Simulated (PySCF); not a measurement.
Worked example: refractive index and permittivity of the vapour

AlI2, SMILES [I][Al][I], multiplicity 2.

Coordinates come from a B3LYP-D3(BJ)/def2-SVP optimisation. The multiplicity is an assumed one; other spin states were not compared. The isomer is the one that the SMILES or the coordinates give; other isomers of the formula were not compared. The def2 effective core potentials stand for the cores of I; spin–orbit coupling is left out.

PySCF with CAM-B3LYP/def2-TZVPD gives a mean static polarisability of 109.6 bohr³ and a dipole moment of 1.29 D. Take an ideal gas at 298.15 K and 1 bar, whether or not the substance is that volatile.

Q: Work out n − 1 in the optical limit and the static ε − 1.

A: 
Polarisability volume α' = 109.6 × 0.148185 = 16.24 Å³. Number density N = p/kT = 2.43e-5 Å⁻³.
Dilute limit of Lorentz–Lorenz: n − 1 = 2π N α' = 0.0025.
Orientation term of Debye: μ²/(3kT) = 8.098 Å³ × μ²(D²) = 13.48 Å³.
ε − 1 = 4π N (α' + μ²/3kT) = 0.0091. Orientation of the dipole supplies 45 % of the static response; it can't follow optical fields. Vibrational polarisation and dispersion are left out.
